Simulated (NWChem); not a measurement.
Species: CH5GaS; SMILES C[S][GaH2]

```xyz
8

Ga     0.0658    -1.0389     0.0000
H     -1.0308    -2.1652     0.0007
H      1.6347    -1.2066    -0.0010
S     -0.6952     1.0319    -0.0001
C      0.8404     2.0460     0.0001
H      0.8476     2.6848     0.9039
H      0.8419     2.6928    -0.8981
H      1.7489     1.4139    -0.0056
```
Atoms are numbered in this order, from 1.

All runs: NWChem. Pople sets run with spherical d functions. Structure relaxed at the PBE-D3(BJ)/def2-SVP level. Ions are spin-unrestricted doublets at the neutral geometry; other ion states weren't tried. Functional: LC-ωPBE (HJS hole) with 6-31G*; rows give the range parameter ω in 1/bohr.

| range parameter (1/bohr) | vertical ionisation energy, ΔSCF (eV) | −ε(HOMO) (eV) | ΔSCF minus −ε(HOMO) (eV) |
|---|---|---|---|
| 0.05 | 9.15 | 6.67 | 2.48 |
| 0.15 | 9.17 | 7.96 | 1.21 |
| 0.20 | 9.19 | 8.45 | 0.74 |
| 0.35 | ? | ? | ? |
| 0.80 | 9.27 | 10.45 | -1.18 |

### Question
Complete the blanks.

### Answer

- 0.35, vertical ionisation energy, ΔSCF (eV): 9.24
- 0.35, −ε(HOMO) (eV): 9.45
- 0.35, ΔSCF minus −ε(HOMO) (eV): -0.21
